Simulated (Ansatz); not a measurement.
Mulliken charges of Cl3H3HfOSi, SMILES `[SiH3][O][Hf]([Cl])([Cl])[Cl]` from ωB97M-V/def2-TZVPP in Ansatz (PBE0-D4/def2-TZVP geometry).

```json
{"atom": "Si1", "x (Å)": "-1.192", "y (Å)": "-0.663", "z (Å)": "-1.247", "charge (e)": "0.267"}
{"atom": "O2", "x (Å)": "-0.127", "y (Å)": "-0.069", "z (Å)": "-0.134", "charge (e)": "-0.415"}
{"atom": "Hf3", "x (Å)": "1.098", "y (Å)": "0.611", "z (Å)": "1.148", "charge (e)": "0.852"}
{"atom": "Cl4", "x (Å)": "2.170", "y (Å)": "-1.192", "z (Å)": "2.173", "charge (e)": "-0.215"}
{"atom": "Cl5", "x (Å)": "2.648", "y (Å)": "1.963", "z (Å)": "0.044", "charge (e)": "-0.215"}
{"atom": "Cl6", "x (Å)": "-0.096", "y (Å)": "1.854", "z (Å)": "2.723", "charge (e)": "-0.215"}
{"atom": "H7", "x (Å)": "-2.572", "y (Å)": "-0.470", "z (Å)": "-0.739", "charge (e)": "-0.020"}
{"atom": "H8", "x (Å)": "-0.918", "y (Å)": "-2.107", "z (Å)": "-1.446", "charge (e)": "-0.020"}
{"atom": "H9", "x (Å)": "-1.010", "y (Å)": "0.072", "z (Å)": "-2.522", "charge (e)": "-0.020"}
```

**Question.** By hand: the dipole of these point charges (1 e Å = 4.8032 D).

**Answer.** Σ q r = (-0.255, -0.142, -0.267) e Å, of length 0.396 e Å = 1.90 D.

**Question.** How does the dipole of the full density compare? (Best estimate.)

**Answer.** Computed: (-0.249, -0.138, -0.260) e Å, 1.85 D; the point charges give 1.03 times that, at 0° from its direction.

Point charges leave out the atoms' own dipoles, such as those of lone pairs, and Mulliken's split depends on the basis, so the close match here is no proof of good charges.
